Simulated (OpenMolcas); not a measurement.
**Tc4+: effect of the basis set**

```json
{
  "Program": "OpenMolcas 26.06",
  "Method": "MS-CASPT2, IPEA 0.25 Eh, imaginary shift 0.1 Eh (closed shells correlated: 4s 4p)",
  "Active space": "3 electrons in 5 orbitals (4d)",
  "State averaging": "2S+1 = 4 even, 10 roots; 2S+1 = 2 even, 40 roots",
  "Spin-orbit coupling": "RASSI with atomic mean-field integrals over the reference wave functions, term energies averaged over their components"
}
```

A. ANO-R1 [6s4p3d1f], X2C, finite nucleus; CASPT2 step about 6 core-seconds
B. ANO-RCC-VDZP [6s5p3d1f], DKH2, point nucleus; CASPT2 step of the order of 3 core-seconds
C. ANO-R2 [7s5p4d2f1g], X2C, finite nucleus; CASPT2 step roughly 11 core-seconds
D. ANO-RCC-VTZP [7s6p4d2f1g], DKH2, point nucleus; CASPT2 step of the order of 10 core-seconds
E. ANO-R3 [8s6p5d3f2g1h], X2C, finite nucleus; CASPT2 step roughly 24 core-seconds
F. ANO-RCC-VQZP [8s7p5d3f2g1h], DKH2, point nucleus; CASPT2 step roughly 18 core-seconds

Energies in eV above 4d³ ⁴F_3/2.

```
        Level       A       B       C       D       E       F
   4d³ ⁴F_3/2  0.0000  0.0000  0.0000  0.0000  0.0000  0.0000
   4d³ ⁴F_5/2  0.1348  0.1316  0.1315  0.1319  0.1285  0.1280
   4d³ ⁴F_7/2   0.302   0.295   0.294   0.295   0.288   0.287
   4d³ ⁴F_9/2   0.489   0.478   0.475   0.476   0.464   0.463
   4d³ ⁴P_3/2   1.597   1.574   1.507   1.516   1.527   1.529
   4d³ ⁴P_1/2   1.599   1.575   1.515   1.524   1.536   1.538
   4d³ ⁴P_5/2   1.808   1.778   1.723   1.733   1.741   1.742
   4d³ ²G_7/2   1.849   1.828   1.727   1.737   1.708   1.713
   4d³ ²G_9/2   1.973   1.949   1.841   1.851   1.820   1.825
   4d³ ²P_1/2   2.325   2.302   2.152   2.163   2.151   2.154
   4d³ ²H_9/2   2.594   2.562   2.407   2.418   2.381   2.387
4d³ ²D_5/2(1)   2.643   2.616   2.533   2.542   2.522   2.531
  4d³ ²H_11/2   2.652   2.620   2.455   2.466   2.429   2.436
   4d³ ²F_7/2   3.902   3.871   3.660   3.664   3.641   3.662
   4d³ ²F_5/2   3.953   3.922   3.711   3.714   3.691   3.712
4d³ ²D_5/2(2)   6.030   5.986   5.774   5.773   5.752   5.775
4d³ ²D_3/2(2)   6.096   6.051   5.836   5.835   5.814   5.837
```

Among A to F the level of the table that moves most is 4d³ ²D_3/2(2), by 2300 cm-1 (lowest in E, highest in A). Moves below CASPT2's spread within the term are not significant.

CASPT2 does not keep the components of a term degenerate, so their means are used; among the terms shown or strongly mixed into the levels shown the widest spread is 830 cm-1 (4d³ ⁴F, C). The CASPT2 spread within a term exceeds the gap to the next term for 4d³ ²D(1) and 4d³ ²H, so the order of their levels is uncertain (figures for A; the like holds for B, C). The basis is small and was not contracted for so high a charge (holds for A; B). Only configurations of the active space appear. The table leaves out levels that lie high or whose names do not pair safely across all columns.

A number in round brackets counts repeated terms of one configuration in the order of the reference energies.
